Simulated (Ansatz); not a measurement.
`C[N](C)[Cd][F]` + `[SiH3]N[SiH3]` → `[F][Cd][N]([SiH3])[SiH3]` + `CNC` at 298.15 K and 1 bar (ligand exchange at a Cd–N bond).

Isolated molecules relaxed with PBE0-D4/def2-TZVP in Ansatz; ΔE leaves out vibrations. CBS: MP2 limit from def2 TZ/QZ plus the TZ coupled-cluster correction, frozen cores. This one scheme is used for every species. def2 core potentials past Kr. For Cd outer-core shells are correlated without core-valence functions, which leaves a few kJ/mol of doubt a bond. One conformer a species, not always the lowest.

```csv
species,CCSD(T)/CBS energy (Eh),H − E (kJ/mol),S (J/(mol·K))
`C[N](C)[Cd][F]`,-401.91318,238.8,359.4
`[SiH3]N[SiH3]`,-637.10515,192.6,335.6
`[F][Cd][N]([SiH3])[SiH3]`,-904.02928,178.1,424.6
`CNC`,-135.00321,256.9,271.4
```

H − E and S are ideal-gas, rigid-rotor, harmonic terms from PBE0-D4/def2-TZVP, for one conformer and one mirror image of each species. 1 Eh = 2625.50 kJ/mol, R = 8.31446 J/(mol·K).

Q: By hand: ΔE, ΔH, ΔS and ΔG.

A: ΔE = (-904.02928) + (-135.00321) − (-401.91318) − (-637.10515) = -0.01416 Eh = -37.2 kJ/mol. Δ(H − E) = 178.1 + 256.9 − 238.8 − 192.6 = 3.6, so ΔH = -33.6 kJ/mol. ΔS = 424.6 + 271.4 − 359.4 − 335.6 = 1.0 J/(mol·K). ΔG = -33.6 − 298.15 × (1.0)/1000 = -33.9 kJ/mol.

Q: By hand: the equilibrium constant, and the temperature at which ΔG would vanish if ΔH and ΔS stayed fixed.

A: log₁₀ K = −ΔG/(RT ln 10) = 5.9. ΔH and −TΔS have one sign here, so there is no such temperature. One of them is within its doubt of zero, so this could turn.

The number of gas molecules stays the same, so ΔS is small and ΔH decides. A doubt of 5 kJ/mol in ΔE shifts log₁₀ K by 0.9 here. Other conformers and mirror images would add mixing entropy, several J/(mol·K) or more a flexible species. Modes under 60 cm⁻¹, often nearly free rotors, make the harmonic entropy too high. These are equilibria of isolated gas molecules and say nothing of rates. Largest T1 diagnostic: 0.016 (customary marks: 0.02 for closed shells, 0.045 for open ones).
